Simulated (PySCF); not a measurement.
Cl3Tl, SMILES [Cl][Tl]([Cl])[Cl].

Geometry: B3LYP-D3(BJ)/def2-SVP. The def2 effective core potentials stand for the cores of Tl; spin–orbit coupling is left out.

The numbers are results of PySCF with B3LYP-D3(BJ)/def2-SVP, not measurements.

Frequencies are harmonic and unscaled.

Modes within 1.5 cm⁻¹ of each other (mostly degenerate sets) share a row, with their intensities summed.

Computed vibrational spectrum:
```tsv
mode	ν (cm⁻¹)	IR (km/mol)	Raman (Å⁴/amu)	depolarisation	moving atoms (share of kinetic energy)
1–2	70	15.7	8.1	0.75	Cl 85 %, Tl 15 %
3	79	7.0	0.0	–	Cl 66 %, Tl 34 %
4	309	0.0	47.7	0.11	Cl 100 %
5–6	342	86.1	21.4	0.75	Cl 80 %, Tl 20 %
```
